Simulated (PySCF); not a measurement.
A structure optimised at B3LYP-D3(BJ)/def2-SVP, used in a PySCF frequency run:

```xyz
7

In     0.2293    -0.0049     0.0000
O      2.2343    -0.0168     0.0000
H      2.6119     0.8741     0.0000
S     -1.0342     2.0649     0.0000
H      0.0806     2.8346     0.0000
S     -0.8241    -2.1711     0.0000
H     -2.0684    -1.6358     0.0000
```

Problem. Write its SMILES, formula and point group.

Solution. [OH][In]([SH])[SH], H3InOS2, Cs

Problem. What are its rotational constants (standard atomic weights)?

Solution. 3.3057, 1.6868, 1.1169 GHz
